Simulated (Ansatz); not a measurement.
Relaxation of TiCl4 with RKS PBE-D4/def2-SVP.

```sh
$ ansatz run in.yaml --threads 2 --pin off --events-out ev --progress --plain --max-ram 4352MiB
```

```yaml
crystal:
  periodic: [false, false, false]
  atoms:
    - {symbol: Ti, position_ang: [0.000040, -0.000070, 0.000040]}
    - {symbol: Cl, position_ang: [0.009540, -0.014670, 2.111080]}
    - {symbol: Cl, position_ang: [1.987200, 0.009820, -0.712700]}
    - {symbol: Cl, position_ang: [-1.002440, 1.726090, -0.687230]}
    - {symbol: Cl, position_ang: [-0.994330, -1.721180, -0.711190]}
basis:
  gaussian: {orbitals: def2-SVP}
hamiltonian: {xc: pbe, dispersion: d4}
scf: {omitted_lower_state_checks: [starts]}
output: {orbitals: {seedname: orbitals}}
relax: {f_tol: 0.02, max_steps: 100}
```

It took 6 s on 2 threads of Intel Xeon 6975P-C on a shared host.

Positions (Å) and forces (eV/Å) at steps 1, 3 of 3:

```xyz
5
step=1 energy=-73168.7146 eV
Ti    0.000    0.000    0.000    0.000    0.001   -0.001
Cl    0.010   -0.015    2.111    0.006   -0.009    1.263
Cl    1.987    0.010   -0.713    1.189    0.006   -0.426
Cl   -1.002    1.726   -0.687   -0.600    1.032   -0.411
Cl   -0.994   -1.721   -0.711   -0.595   -1.030   -0.425
5
step=3 energy=-73168.8627 eV
Ti    0.000    0.000    0.000    0.000    0.000    0.000
Cl    0.010   -0.015    2.173    0.000    0.000   -0.005
Cl    2.045    0.010   -0.733   -0.004    0.000    0.002
Cl   -1.032    1.777   -0.707    0.002   -0.004    0.001
Cl   -1.023   -1.771   -0.732    0.002    0.004    0.002
```
